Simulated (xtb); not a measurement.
Harmonic IR lines of one isomer of C5H6BN, unscaled. Calculation: GFN2-xTB in xtb.

wavenumber (cm⁻¹): 528 (w), 704 (m), 734 (m), 801 (w), 821 (vs), 1000 (w), 1094 (vw), 1149 (w), 1232 (vs), 1241 (w), 1431 (m), 1541 (w), 2655 (vs), 2713 (vs), 3041 (m), 3060 (m), 3084 (s)

Say which structure gives these lines.
(A) `Bc1cccnc1`
(B) `Bc1ccncc1`
(C) `Bc1ccccn1`

C, `Bc1ccccn1`
